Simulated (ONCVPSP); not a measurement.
Scattering properties, ONCV potential for oxygen (O)

oxygen (O), optimised norm-conserving Vanderbilt (ONCV), made with ONCVPSP 4.0.1 (PBE, scalar-relativistic). Core [He], reference 2s2 2p4. Waves: 2s: rc 0.90 bohr, ncon 5, nbas 10, qcut 7 1/bohr, 1 projector; 2p: rc 1.70 bohr, ncon 4, nbas 7, qcut 8.3 1/bohr, 2 projectors, debl 2 Ha; d scattering state at 0.16 Ha: rc 1.80 bohr, ncon 4, nbas 7, qcut 4.7 1/bohr, 1 projector. Local part: polynomial inside 0.75 bohr (lpopt 5, dvloc0 0 Ha). Core correction: none.

The phase is arctan(r·R′/R) of the radial function R(r), unwrapped; energies in Ha, scanned from -2 to 5 Ha. A pole is an energy at which the radial function vanishes at the test radius. The pseudo phase is shifted by a multiple of π to meet the all-electron one at the reference energy, and phase errors are pseudo minus all-electron; the curves can meet again beyond the range given. Levels narrower than the energy grid can be missing from the lists of poles.

```csv
channel,radius (bohr),reference energy (Ha),"poles, all-electron","poles, pseudo",unbroken range about the reference energy with phases within 0.05 rad,phase error 1 Ha above the reference energy (rad)
s,0.91,-0.88,none,4.71,the whole range,-0.002
p,1.73,-0.33,0.15,0.15,the whole range,-0.000
d,1.82,0.16,3.25,"3.16, 4.45",below 3.4,+0.004
```

Note: no bound ghost flagged; GHOST(+) flagged for d at 111.4 eV.

Phases in the s channel:

```
E (Ha)  all-electron  pseudo
 -1.98        -0.372  -0.375
 -1.62        -0.546  -0.548
 -1.26        -0.701  -0.701
 -0.90        -0.832  -0.832
 -0.54        -0.943  -0.943
 -0.18        -1.035  -1.036
  0.18        -1.112  -1.114
  0.54        -1.177  -1.180
  0.90        -1.232  -1.236
  1.26        -1.280  -1.285
  1.62        -1.321  -1.328
  1.98        -1.357  -1.365
  2.34        -1.389  -1.399
  2.70        -1.418  -1.430
  3.06        -1.444  -1.459
  3.42        -1.467  -1.485
  3.78        -1.489  -1.510
  4.14        -1.510  -1.534
  4.50        -1.529  -1.557
  4.86        -1.547  -1.580
```
